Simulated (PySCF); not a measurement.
A GIAO shielding run with PySCF 2.14.0 with density-fitted response routines (density fitting, non-relativistic, gas phase) on SMILES C[S@@](=O)Cc1ccccc1, C$_{8}$H$_{10}$OS:

```
{"job": {"kind": "nmr", "xc": "PBE0", "basis": "pcSseg-1"}, "charge": 0, "multiplicity": 1}
C      2.255564     0.297529    -1.232360
S      2.025355    -1.415884    -0.586400
O      3.327313    -1.822608    -0.059933
C      1.025729    -0.902177     0.917034
C     -0.256111    -0.288974     0.489037
C     -0.528754     1.054978     0.718030
C     -1.714603     1.616550     0.278472
C     -2.639256     0.844230    -0.402958
C     -2.374474    -0.494911    -0.640601
C     -1.192121    -1.057116    -0.197768
H      1.282749     0.708172    -1.476621
H      2.760501     0.899275    -0.484985
H      2.870279     0.230793    -2.124043
H      1.646379    -0.232347     1.508695
H      0.872455    -1.831850     1.465468
H      0.189146     1.663319     1.249529
H     -1.915088     2.660815     0.467888
H     -3.563791     1.283834    -0.745806
H     -3.091356    -1.101674    -1.173829
H     -0.985063    -2.101274    -0.381581
```

Hardware: 1 thread of an Arm Neoverse V2, shared host. The job also computes population analyses, field gradients, ring-centre shieldings.

Problem. How large is the calculation?

Solution. 82 electrons, 227 basis functions and 1194 auxiliary functions.

Problem. How long does it take?

Solution. 38 s of wall time, with 15 SCF cycles and 5 response iterations. Times on a shared host scatter by some tens of per cent.
